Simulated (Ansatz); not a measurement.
C₃H₅ClSi (`ClCC1=C[SiH2]1`). Charge 0, multiplicity 1. The structure was optimised at the PBE0-D4/def2-TZVP level. It is one conformer, not always the lowest.

```xyz
10

Cl   -0.375   -2.147    1.586
C     0.326   -0.511    1.425
C     0.106    0.042    0.076
C     0.822    0.702   -0.832
Si   -0.876    0.429   -1.393
H    -0.165    0.111    2.175
H     1.386   -0.593    1.666
H     1.844    1.057   -0.904
H    -1.877    1.523   -1.401
H    -1.193   -0.612   -2.399
```

Task: What is the dipole moment at B3LYP/def2-TZVPP? (Estimate.)

Result: The calculation gave: 1.81 D, with components (0.82, 1.61, -0.02) D in this frame, pointing from negative to positive charge.

Task: And with PBE, r2SCAN, ωB97M-V? (An estimate is asked.)

Result: The calculation gave: PBE 1.77 D, r2SCAN 1.88 D, ωB97M-V 1.81 D.

Task: Give the Mulliken charges with B3LYP, PBE, r2SCAN in def2-TZVPP. (An estimate is asked.)

Result: Computed: 
| atom | B3LYP | PBE | r2SCAN |
| --- | --- | --- | --- |
| Cl1 | -0.16 | -0.14 | -0.17 |
| C2 | -0.07 | -0.06 | 0.03 |
| C3 | -0.10 | -0.09 | -0.16 |
| C4 | -0.22 | -0.16 | -0.18 |
| Si5 | 0.30 | 0.23 | 0.39 |
| H6 | 0.13 | 0.13 | 0.09 |
| H7 | 0.12 | 0.12 | 0.08 |
| H8 | 0.13 | 0.11 | 0.08 |
| H9 | -0.07 | -0.06 | -0.08 |
| H10 | -0.07 | -0.06 | -0.07 |

B3LYP here is the variant with VWN-RPA as its local correlation; programs differ in this.
